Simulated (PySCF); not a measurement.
## Spinor energies of Al²⁺ (aluminium, charge +2)

Start: [Ne] 3s1; 3s1/2 filled at m_j = +1/2. Calculated with PySCF 2.14 in x2c-TZVPall-2c: generalised Hartree-Fock with the X2C-1e Hamiltonian and a Gaussian nucleus; one run each with spin-orbit coupling (SO) switched off, then screened by Boettger's factors. This is a chosen level, not necessarily the ground level.

```json
{"spinor shell": "1s1/2", "electrons": "2", "ε, spin-free (eV)": "-1616.0", "ε, screened SO (eV)": "-1616.0", "weight of nominal j (screened SO)": "1.000", "rms radius, screened SO (bohr)": "0.139"}
{"spinor shell": "2s1/2", "electrons": "2", "ε, spin-free (eV)": "-154.43", "ε, screened SO (eV)": "-154.43", "weight of nominal j (screened SO)": "1.000", "rms radius, screened SO (bohr)": "0.675"}
{"spinor shell": "2p1/2", "electrons": "2", "ε, spin-free (eV)": "-107.96", "ε, screened SO (eV)": "-108.31", "weight of nominal j (screened SO)": "0.936", "rms radius, screened SO (bohr)": "0.671"}
{"spinor shell": "3s1/2", "electrons": "1", "ε, spin-free (eV)": "-28.090", "ε, screened SO (eV)": "-28.090", "weight of nominal j (screened SO)": "1.000", "rms radius, screened SO (bohr)": "2.39"}
```

Where does 2p3/2 lie, and what is the 2p spin-orbit splitting (screened SO)?

At -107.78 eV, 0.534 eV above 2p1/2.

```tsv
quantity	spin-free	screened SO
E (hartree)	-241.45938	-241.45953
M_J	1/2	1/2
⟨J²⟩	0.750	0.750
⟨L²⟩	0.000	0.000
⟨S²⟩	0.750	0.750
```

Each row is a mean over spinors that exchange with the open shell spreads, by up to 0.721 eV (2s1/2).

Without spin-orbit coupling the j labels of p, d and f shells carry no meaning; the spin-free column gives the mean over the occupied spinors of each nl shell.
